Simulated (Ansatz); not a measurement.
Gas-phase electronic energies from Ansatz, PBE0-D4/def2-TZVP geometries. CBS: MP2 limit from def2 TZ/QZ plus the TZ coupled-cluster correction, frozen cores. Functionals use def2-TZVPP. For Br outer-core shells are correlated without core-valence functions, which leaves a few kJ/mol of doubt a bond. Scalar relativity is left out up to krypton. One conformer a species, not always the lowest.

Reaction (ligand exchange at the Si–C bond): `FC([SiH3])(Cl)Br` + `O[BH][AlH2]` → `[AlH2][BH]O[SiH3]` + `FC(Cl)Br`

`FC([SiH3])(Cl)Br`:

Cartesian coordinates in Å:
```
F 1.860 -0.293 0.417
C 0.610 0.161 0.653
Si -0.573 -0.193 -0.812
Cl 0.700 1.901 0.957
Br -0.067 -0.758 2.239
H -1.903 0.332 -0.434
H -0.028 0.509 -1.998
H -0.599 -1.659 -1.021
```

`O[BH][AlH2]`:

Cartesian coordinates in Å:
```
O -1.183 -0.647 -1.079
B 0.021 -0.113 -0.749
Al 0.419 0.379 1.303
H -1.278 -0.838 -2.018
H 0.818 0.058 -1.646
H 0.096 1.825 1.895
H 1.107 -0.664 2.295
```

`[AlH2][BH]O[SiH3]`:

Cartesian coordinates in Å:
```
Al -1.730 -0.803 1.788
B -0.658 -0.367 -0.025
O 0.526 0.293 0.031
Si 1.578 0.773 -1.161
H -1.497 -2.161 2.593
H -2.822 0.201 2.377
H -1.056 -0.682 -1.129
H 1.057 0.365 -2.491
H 1.713 2.247 -1.086
H 2.889 0.133 -0.898
```

`FC(Cl)Br`:

Cartesian coordinates in Å:
```
F -0.663 -1.203 -0.259
C -0.123 -0.022 0.068
Cl 1.197 -0.265 1.195
Br 0.462 0.879 -1.540
H -0.872 0.611 0.536
```

| level | ΔE (kJ/mol) |
| --- | --- |
| r2SCAN-D4 | -90.9 |
| PBE0-D4 | -87.8 |
| MP2/def2-TZVPP | -95.4 |
| CCSD(T)/def2-TZVPP | -95.3 |

(1) What does CCSD(T)/CBS give? (Estimate.)

Largest T1 diagnostic among the species: 0.014.

Results:

(1) The calculation gave: -92.8 kJ/mol. The listed levels differ from it by 1.9, 5.0, -2.6, -2.5 kJ/mol.

The D4 term adds +6.0 kJ/mol with B3LYP and +3.1 kJ/mol with PBE0; it sums over pairs of atoms, weighted by their polarisabilities, and B3LYP, whose exchange is more repulsive, gets the larger term. In def2-TZVPP, CCSD(T) changes the Hartree–Fock value by +29.9 kJ/mol (the triples alone add +5.1 kJ/mol) and MP2 by +29.8 kJ/mol.

B3LYP here is the variant with VWN-RPA as its local correlation; programs differ in this.
